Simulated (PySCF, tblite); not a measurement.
Isomers of C7H12OSSi. Computed with GFN2-xTB (tblite): harmonic, unscaled wavenumbers at the GFN2-xTB geometry, gas phase. The method is semi-empirical: single wavenumbers can be off by several per cent or more. Modes of hydrogen on silicon can be 10 to 20 % off. One conformer each.

Electronic energies: PBE0/pcSseg-1 single points on the GFN2-xTB geometries (PySCF, gas phase).

| SMILES | electronic energy, lowest = 0 (kcal/mol) |
| --- | --- |
| C=CC[C@@H]1CS[Si@H](O)C1=C | 2.2 |
| C=C(C)[C@@H]1CS[Si@@H](O)C1=C | 0.0 |
| C(=C\[Si@H]1OCCS1)/C1CC1 | 10.5 |

Q: How do GFN2-xTB zero-point energies change the relative energies?

A: 
```tsv
SMILES	ZPE (kcal/mol)	of it from modes above 1550 cm⁻¹	electronic (kcal/mol)	with ZPE, lowest = 0 (kcal/mol)	lowest mode (cm⁻¹)	rings
C=C(C)[C@@H]1CS[Si@@H](O)C1=C	107.2	56.9	0.0	0.0	42	1
C=CC[C@@H]1CS[Si@H](O)C1=C	107.2	56.7	2.2	2.2	35	1
C(=C\[Si@H]1OCCS1)/C1CC1	108.8	53.4	10.5	12.0	19	2
```

The zero-point energies span 1.6 kcal/mol, from `C=C(C)[C@@H]1CS[Si@@H](O)C1=C` to `C(=C\[Si@H]1OCCS1)/C1CC1`. The order is unchanged.

Q: And how do the electronic energies of GFN2-xTB itself compare?

A: `C=C(C)[C@@H]1CS[Si@@H](O)C1=C` 0.1; `C=CC[C@@H]1CS[Si@H](O)C1=C` 2.9; `C(=C\[Si@H]1OCCS1)/C1CC1` 0.0 kcal/mol, lowest = 0. Against the energies above, taken from the same isomer `C=C(C)[C@@H]1CS[Si@@H](O)C1=C`, the largest difference is 10.6 kcal/mol.
